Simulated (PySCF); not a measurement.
Spin states of MgHg

Unrestricted PBE0; basis Mg def2-SVPD, Hg def2-SVPD with ECP60; scalar-relativistic core potentials; PySCF 2.14. Outer shells of the fragments: Mg 3s2; Hg 5d10 6s2.

Followed along the bond (rough minima from three points):

```json
{"2Ms+1": "1", "unpaired": "none", "⟨S²⟩ at the start": "0.00", "R at minimum (Å)": "3.56", "Te (eV)": "0.00"}
{"2Ms+1": "3", "unpaired": "σ ↑, π ↑", "⟨S²⟩ at the start": "2.00", "R at minimum (Å)": "2.74", "Te (eV)": "1.99"}
```

Solutions found at the starting distance of 2.730 Å, counted from the lowest of them; the search is not exhaustive and high or unbound solutions are not listed, so other states can lie among these:

```csv
2Ms+1,unpaired,term,E (eV),⟨S²⟩,⟨Lz²⟩,μ (D)
1,none,¹Σ⁺,0.00,0.00,0.00,0.46
3,"σ ↑, π ↑",³Π,1.74,2.00,1.00,0.19
3,σ ↑↑,³Σ⁺,2.07,2.00,0.00,-0.90
1,"σ ↑, π ↓",mixed,2.13,1.01,1.00,-0.20
3,π ↑↑,³Σ⁻,4.53,2.03,0.00,-0.30
1,π ↑↓,mixed,4.72,1.00,2.01,-0.37
1,none,mixed,5.14,0.00,2.00,-0.53
3,π ↑↑,mixed,6.49,2.01,2.01,-3.34
3,"π ↑, δ ↑",mixed,9.55,2.02,4.25,-0.06
3,"π ↑, δ ↑",mixed,9.62,2.01,5.01,0.07
```

A term symbol is given only where ⟨S²⟩ and ⟨Lz²⟩ are close to those of a pure state; real π, δ and φ orbitals otherwise mix terms. A positive dipole means Mg(−)Hg(+).

Q: Compare the gap between the two lowest followed solutions at the starting distance with the gap between their minima.

A: At PBE0 the second solution (triplet, unpaired electrons σ ↑, π ↑) lies +1.74 eV from the first (singlet, closed shell) at 2.730 Å and +1.99 eV at the minima; the two curves relax by different amounts, since their minima lie near 2.74 and 3.56 Å.

Spin–orbit coupling is left out. Counting both spins, an empty level lies below a filled one in some of these solutions, because spin and occupation are held.
